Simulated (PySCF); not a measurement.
Structure with atom numbers: `[CH3:1][CH:2]([CH3:3])[SiH:4]1[CH2:5][CH2:6]1` (H(Xn): hydrogen on atom n). Ha(C5), Ha(C6) are cis to C2 on the ring; Hb(C5), Hb(C6) are trans to C2 on the ring.

GIAO PBE0/pcSseg-1 shifts (PySCF 2.14.0 with density-fitted response routines, gas phase, non-relativistic, equivalent atoms averaged), each against references optimised in the same way as the molecule (TMS).

On the GFN2-xTB geometry: C1/C3 23.3, C2 18.1, C5/C6 -4.2, Si4 -114.4, H(Si4) 2.83, H(C1)/H(C3) 1.29, H(C2) 0.54, Ha(C5)/Ha(C6) 0.50, Hb(C5)/Hb(C6) 0.41 ppm.

Task: What changes on the PBE0-D3(BJ)/def2-SVP geometry?

Result: 
```tsv
atoms	δ (ppm)	change
C1/C3	21.9	-1.4
C2	15.6	-2.5
C5/C6	-6.2	-2.0
Si4	-103.4	+11.0
H(Si4)	2.85	+0.02
H(C1)/H(C3)	1.22	-0.07
H(C2)	0.18	-0.36
Ha(C5)/Ha(C6)	0.40	-0.10
Hb(C5)/Hb(C6)	0.42	+0.01
```

Part of each change is the reference's own: σ(TMS, C) goes from 186.9 to 184.4 ppm, σ(TMS, Si) goes from 349.2 to 352.0 ppm, σ(TMS, H) goes from 31.72 to 31.27 ppm.

Bonds between heavy atoms that differ most (equivalent bonds averaged): Si4–C5 1.883 → 1.859 Å, C2–Si4 1.901 → 1.887 Å, C5–C6 1.539 → 1.544 Å. Mean change of bonds to hydrogen: C–H +0.014 Å, Si–H +0.032 Å.
